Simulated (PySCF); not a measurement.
Computed IR spectrum (relative IR intensity) of a molecule C4H8BF. Geometry optimised at PBE0-D3(BJ)/def2-SVP. The values are those of a single conformer. Calculation: PySCF with PBE0-D3(BJ)/def2-SVP. Frequencies are harmonic and unscaled.

ν (cm⁻¹): 441 (vw), 779 (m), 976 (m), 988 (w), 1012 (m), 1054 (w), 1078 (vw), 1154 (s), 1244 (w), 1263 (m), 1339 (s), 1368 (vs), 1441 (s), 1475 (w), 1477 (w), 1706 (m), 3032 (w), 3057 (m), 3087 (w), 3145 (m), 3153 (w), 3163 (vw), 3241 (w) (against the strongest line: vs over 80 %, s over 45 %, m over 15 %, w over 4 %, vw less)

**Question.** Which structure fits?
A. C/C=C/B(C)F
B. C=C(F)B(C)C
C. CB(C)/C=C\F
D. C=CB(F)CC

**Answer.** D, C=CB(F)CC
